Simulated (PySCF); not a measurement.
**Deuteron quadrupole couplings in `C[SiH2]CC(=O)CC[SiH3]`**

C₅H₁₄OSi₂.
Structure used (GFN2-xTB), in Å, numbered top down from 1:
```
atom  x, y, z in Å
C1     2.3333    1.1706    1.1478
Si2    1.9585    0.8627   -0.6804
C3     1.4236   -0.9723   -0.8947
C4     0.1586   -1.1656   -0.1379
O5     0.1347   -1.4008    1.0497
C6    -1.1028   -0.9947   -0.9569
C7    -2.3483   -0.8452   -0.0915
Si8   -2.3566    0.7551    0.9363
H9     1.5620    0.7289    1.7736
H10    2.3845    2.2313    1.3750
H11    3.2818    0.7250    1.4372
H12    3.1428    1.0584   -1.5277
H13    0.8712    1.7242   -1.1651
H14    2.2057   -1.6046   -0.4781
H15    1.2947   -1.2054   -1.9486
H16   -0.9763   -0.1328   -1.6164
H17   -1.1866   -1.8807   -1.5972
H18   -3.2298   -0.8763   -0.7352
H19   -2.4122   -1.7057    0.5755
H20   -3.6610    0.8540    1.5980
H21   -2.1984    1.8838    0.0068
H22   -1.2900    0.8093    1.9291
```

Level: PBE0/pcSseg-1 (PySCF, non-relativistic); Q(2H) = 0.00286 b; rigid geometry, the same for H and D, with no vibrational averaging.

Task: Rank these positions by the coupling χzz of a deuteron there, largest first.
A. H22 (Si–H hydrogen)
B. H9 (methyl hydrogen)
C. H17 (methylene hydrogen)
D. H19 (methylene hydrogen)
E. H12 (Si–H hydrogen)
F. H11 (methyl hydrogen)

Result: F (217 kHz), B (212 kHz), D (208 kHz), C (200 kHz), A (113 kHz), E (106 kHz).

Task: Tabulate Vzz, the asymmetry η and χzz = 234.96 MHz × Q × Vzz for every hydrogen position.

Result: 
| atom | bonded to | bond length (Å) | Vzz (au) | η | χzz (kHz) |
| --- | --- | --- | --- | --- | --- |
| H9 | C1 | 1.087 | 0.3161 | 0.01 | 212 |
| H10 | C1 | 1.086 | 0.3256 | 0.01 | 219 |
| H11 | C1 | 1.087 | 0.3231 | 0.01 | 217 |
| H12 | Si2 | 1.469 | 0.1584 | 0.01 | 106 |
| H13 | Si2 | 1.469 | 0.1578 | 0.03 | 106 |
| H14 | C3 | 1.089 | 0.3154 | 0.02 | 212 |
| H15 | C3 | 1.087 | 0.3181 | 0.05 | 214 |
| H16 | C6 | 1.093 | 0.2999 | 0.03 | 202 |
| H17 | C6 | 1.096 | 0.2981 | 0.03 | 200 |
| H18 | C7 | 1.092 | 0.3110 | 0.03 | 209 |
| H19 | C7 | 1.091 | 0.3101 | 0.04 | 208 |
| H20 | Si8 | 1.466 | 0.1620 | 0.01 | 109 |
| H21 | Si8 | 1.471 | 0.1587 | 0.02 | 107 |
| H22 | Si8 | 1.458 | 0.1675 | 0.03 | 113 |

Task: Average by the element that carries the hydrogen.

Result: on C: 210 kHz over 9 positions, mean bond length 1.090 Å; on Si: 108 kHz over 5 positions, mean bond length 1.467 Å.

Task: How does χzz go with the bond length over the 9 C–H bonds?

Result: A straight-line fit has a slope of -17.1 kHz for each 0.01 Å, with a correlation coefficient of -0.94, over lengths from 1.086 to 1.096 Å. The longer bonds have the smaller couplings here.

Task: A static deuteron (I = 1) shows a doublet split by (3/2)χ, (3/4)χ(1 + η) and (3/4)χ(1 − η) with the field along z, y and x of the gradient. What are these for H14?

Result: With |χ| = 212.0 kHz and η = 0.024: 318, 163 and 155 kHz, to first order and without motion.

Geometry: GFN2-xTB, one conformer, isolated molecule. GFN2-xTB bond lengths can be off by several hundredths of an ångström, more for odd bonds, and the gradients follow them. The small basis limits the accuracy of the gradients.

These values come from a run that also computed NMR shieldings. Time: 58 s (grids of density and orbitals included); peak memory 1.0 GiB. Hardware: one thread of an Arm Neoverse V1, on a shared host.
